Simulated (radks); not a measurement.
Question: Tb1.25+, configuration [Xe] 4f8.75 6s1 (fractional occupations, a model configuration). Calculated with a radial shooting solver on a logarithmic mesh with Libxc functionals: scalar-relativistic Kohn-Sham, r2SCAN, spin-unpolarised, spherical densities, finite nucleus; meta-GGA in the generalised Kohn-Sham scheme; Fermi nuclear charge, rms radius 5.06 fm. Some entries of the table are withheld. Estimate them.

orbital,occ.,eigenvalue (hartree),<r> (bohr),<1/r> (bohr^-1)
1s,2,-1908.747,0.02151,73.09
2s,2,-317.5415,0.09148,16.99
2p,6,(1),0.08089,15.81
3s,2,-71.03369,0.2390,6.254
3p,6,-60.04266,0.2378,5.864
3d,10,(2),0.2165,(3)
4s,2,-14.52937,0.5416,2.622
4p,6,-10.89221,(4),2.409
4d,10,-5.87933,0.6237,2.122
5s,2,-2.15480,1.325,0.9971
5p,6,-1.29413,1.551,(5)
4f,8.75,-0.47468,0.8789,1.527
6s,1,-0.38086,3.704,0.3371

Answer: 
(1) 2p eigenvalue (hartree): -282.0862
(2) 3d eigenvalue (hartree): -45.71934
(3) 3d <1/r> (bohr^-1): 5.554
(4) 4p <r> (bohr): 0.5735
(5) 5p <1/r> (bohr^-1): 0.8392
